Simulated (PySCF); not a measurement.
Electron correlation in Dy (dysprosium, neutral)

[Xe] 4f10 5d2, one real determinant (an excited configuration). Calculation: PySCF 2.14, in x2c-TZVPPall; the spin-free X2C one-electron Hamiltonian (Gaussian nucleus). Frozen: [Ar] 3d10; 38 electrons correlated.

MP2 pair energies summed by pair of shells (mhartree):

```json
{"pair": "4f-4f", "energy": "-340.76", "share (%)": "23.3"}
{"pair": "4d-4f", "energy": "-307.24", "share (%)": "21.0"}
{"pair": "4f-5p", "energy": "-203.98", "share (%)": "13.9"}
{"pair": "4d-4d", "energy": "-121.11", "share (%)": "8.3"}
{"pair": "5p-5p", "energy": "-110.35", "share (%)": "7.5"}
{"pair": "4d-5p", "energy": "-60.45", "share (%)": "4.1"}
{"pair": "4f-5s", "energy": "-48.56", "share (%)": "3.3"}
{"pair": "4p-4d", "energy": "-42.07", "share (%)": "2.9"}
{"pair": "4p-4f", "energy": "-39.90", "share (%)": "2.7"}
{"pair": "5s-5p", "energy": "-32.34", "share (%)": "2.2"}
{"pair": "5p-5d", "energy": "-32.05", "share (%)": "2.2"}
{"pair": "4d-5s", "energy": "-24.51", "share (%)": "1.7"}
{"pair": "4f-5d", "energy": "-19.84", "share (%)": "1.4"}
{"pair": "4s-4d", "energy": "-17.32", "share (%)": "1.2"}
{"pair": "4s-4f", "energy": "-15.51", "share (%)": "1.1"}
{"pair": "4p-4p", "energy": "-10.53", "share (%)": "0.7"}
{"pair": "4p-5p", "energy": "-8.04", "share (%)": "0.5"}
{"pair": "5s-5s", "energy": "-5.96", "share (%)": "0.4"}
{"pair": "4s-4p", "energy": "-4.56", "share (%)": "0.3"}
{"pair": "4p-5s", "energy": "-4.47", "share (%)": "0.3"}
{"pair": "5s-5d", "energy": "-3.65", "share (%)": "0.2"}
{"pair": "5d-5d", "energy": "-3.16", "share (%)": "0.2"}
{"pair": "4d-5d", "energy": "-3.01", "share (%)": "0.2"}
{"pair": "4s-4s", "energy": "-1.42", "share (%)": "0.1"}
{"pair": "4s-5p", "energy": "-0.87", "share (%)": "0.1"}
{"pair": "4s-5s", "energy": "-0.76", "share (%)": "0.1"}
{"pair": "4p-5d", "energy": "-0.27", "share (%)": "0.0"}
{"pair": "4s-5d", "energy": "-0.08", "share (%)": "0.0"}
```

Total MP2 correlation energy: -1462.8 mhartree.

Same-spin part -572.20 and opposite-spin part -890.58 mhartree; SCS-MP2 scales them by 1/3 and 6/5 to -1259.4 mhartree.

The reference is one real determinant that mixes LS terms of this configuration.

This basis was not built for core-valence correlation, so the inner-shell part is incomplete.
